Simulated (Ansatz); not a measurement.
Reaction (ligand exchange at the Si–Te bond): `C[SiH2][Te][SiH3]` + `[SH][Ti]([Cl])([Cl])[Cl]` → `C[SiH2][S][Ti]([Cl])([Cl])[Cl]` + `[SiH3][TeH]`

Gas-phase electronic energies from Ansatz, PBE0-D4/def2-TZVP geometries. CBS: MP2 limit from def2 TZ/QZ plus the TZ coupled-cluster correction, frozen cores. def2 core potentials past Kr. For Te, Ti outer-core shells are correlated without core-valence functions, which leaves a few kJ/mol of doubt a bond. Scalar relativity is left out up to krypton. Each species was taken in one conformer, which may not be the lowest.

| level | ΔE (eV) |
| --- | --- |
| HF/def2-SVP | -0.15 |
| HF/def2-QZVPP | -0.08 |

(1) What does CCSD(T)/CBS give? (An estimate is asked.)

Largest T1 diagnostic among the species: 0.026, so the coupled-cluster value is less sure than usual.

Results:

(1) Computed: -0.15 eV. The listed levels differ from it by 0.00, 0.07 eV.

The D4 term adds −0.07 eV with B3LYP and −0.04 eV with PBE0; it sums over pairs of atoms, weighted by their polarisabilities, and B3LYP, whose exchange is more repulsive, gets the larger term. Leaving LDA and LC-ωPBE aside and taking each functional with its dispersion term where it has one, the values, not all of them listed here, spread over 0.11 eV, from B97M-V to HSE06-D4. LDA lies −0.07 eV from PBE without D4. At CCSD(T), def2-SVP lies −0.11 eV from the extrapolated value and def2-TZVPP −0.02 eV.

B3LYP here is the variant with VWN-RPA as its local correlation; programs differ in this.
